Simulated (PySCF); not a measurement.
Species: PhSCF3, C7H5F3S.
Bonds: F1–C2, C2–F3, C2–F4, C2–S5, S5–C6, C6–C7 (aromatic), C7–C8 (aromatic), C8–C9 (aromatic), C9–C10 (aromatic), C10–C11 (aromatic), C6–C11 (aromatic). Hydrogens: H12 on C7; H13 on C8; H14 on C9; H15 on C10; H16 on C11.

The same species was optimised twice, with GFN2-xTB and with PBE0-D3(BJ)/def2-SVP (PySCF), and the same property calculations (PySCF, gas phase) were run on both structures.

```csv
coordinate,GFN2-xTB,PBE0-D3(BJ)/def2-SVP,change
S5–C6 (Å),1.798,1.780,-0.018
C6–C7 (Å),1.384,1.398,+0.014
C6–C11 (Å),1.384,1.397,+0.013
C8–C9 (Å),1.385,1.395,+0.010
C9–C10 (Å),1.385,1.395,+0.010
C10–C11 (Å),1.384,1.393,+0.009
C7–C8 (Å),1.384,1.393,+0.009
C2–S5 (Å),1.824,1.815,-0.009
F1–C2 (Å),1.336,1.330,-0.006
C2–F3 (Å),1.336,1.330,-0.006
C2–F4 (Å),1.327,1.328,+0.001
F4–C2–S5 (°),110.6,107.8,-2.8
C2–S5–C6 (°),95.6,98.1,+2.5
C7–C6–C11 (°),121.6,120.5,-1.1
F1–C2–F4 (°),107.7,108.4,+0.7
F3–C2–F4 (°),107.7,108.4,+0.7
S5–C6–C11 (°),119.0,119.7,+0.7
C6–C11–C10 (°),118.9,119.6,+0.7
C6–C7–C8 (°),118.9,119.6,+0.7
F1–C2–S5–C6 (°),63,60,-3
C2–S5–C6–C7 (°),-89,-88,+1
```

Rotational constants: A = 2095, B = 614.0, C = 597.9 MHz (GFN2-xTB) against A = 2125, B = 597.0, C = 578.1 MHz (PBE0-D3(BJ)/def2-SVP).

On the GFN2-xTB structure: HOMO (eV) -7.72 [PBE0/pcSseg-1]; LUMO (eV) -1.08 [PBE0/pcSseg-1]; dipole (D) 2.59 [PBE0/pcSseg-1]; GIAO shielding of F1/F3/F4 (mean) (ppm) 228.5 [PBE0/pcSseg-1]; GIAO shielding of C2 (ppm) 45.2 [PBE0/pcSseg-1]; GIAO shielding of S5 (ppm) 334.9 [PBE0/pcSseg-1]; GIAO shielding of C6 (ppm) 52.5 [PBE0/pcSseg-1]; GIAO shielding of C7/C11 (mean) (ppm) 42.4 [PBE0/pcSseg-1]; GIAO shielding of C8/C10 (mean) (ppm) 52.0 [PBE0/pcSseg-1]; GIAO shielding of C9 (ppm) 50.3 [PBE0/pcSseg-1].

Question: What do these properties become on the PBE0-D3(BJ)/def2-SVP structure?

Answer: 
```json
{"property": "HOMO (eV)", "level": "PBE0/pcSseg-1", "on GFN2-xTB": "-7.72", "on PBE0-D3(BJ)/def2-SVP": "-7.70", "change": "+0.02"}
{"property": "LUMO (eV)", "level": "PBE0/pcSseg-1", "on GFN2-xTB": "-1.08", "on PBE0-D3(BJ)/def2-SVP": "-1.16", "change": "-0.08"}
{"property": "dipole (D)", "level": "PBE0/pcSseg-1", "on GFN2-xTB": "2.59", "on PBE0-D3(BJ)/def2-SVP": "2.62", "change": "+0.03"}
{"property": "energy, GFN2-xTB geometry as zero (kcal/mol)", "level": "PBE0/pcSseg-1", "on GFN2-xTB": "0.0", "on PBE0-D3(BJ)/def2-SVP": "-0.7", "change": "-0.7"}
{"property": "GIAO shielding of F1/F3/F4 (mean) (ppm)", "level": "PBE0/pcSseg-1", "on GFN2-xTB": "228.5", "on PBE0-D3(BJ)/def2-SVP": "232.3", "change": "+3.8"}
{"property": "GIAO shielding of C2 (ppm)", "level": "PBE0/pcSseg-1", "on GFN2-xTB": "45.2", "on PBE0-D3(BJ)/def2-SVP": "47.0", "change": "+1.8"}
{"property": "GIAO shielding of S5 (ppm)", "level": "PBE0/pcSseg-1", "on GFN2-xTB": "334.9", "on PBE0-D3(BJ)/def2-SVP": "353.0", "change": "+18.1"}
{"property": "GIAO shielding of C6 (ppm)", "level": "PBE0/pcSseg-1", "on GFN2-xTB": "52.5", "on PBE0-D3(BJ)/def2-SVP": "51.6", "change": "-0.9"}
{"property": "GIAO shielding of C7/C11 (mean) (ppm)", "level": "PBE0/pcSseg-1", "on GFN2-xTB": "42.4", "on PBE0-D3(BJ)/def2-SVP": "39.0", "change": "-3.4"}
{"property": "GIAO shielding of C8/C10 (mean) (ppm)", "level": "PBE0/pcSseg-1", "on GFN2-xTB": "52.0", "on PBE0-D3(BJ)/def2-SVP": "49.8", "change": "-2.2"}
{"property": "GIAO shielding of C9 (ppm)", "level": "PBE0/pcSseg-1", "on GFN2-xTB": "50.3", "on PBE0-D3(BJ)/def2-SVP": "47.4", "change": "-2.9"}
```

The heavy atoms differ by 0.076 Å rms after alignment. Among bonds between heavy atoms S5–C6 changes most (-0.018 Å). Changes are differences of the printed values. Neither structure is proved a minimum here.

The values belong to the conformer `[F:1][C:2]([F:3])([F:4])[S:5][c:6]1[cH:7][cH:8][cH:9][cH:10][cH:11]1`: F1–C2–S5–C6 60°, C2–S5–C6–C7 -88°.
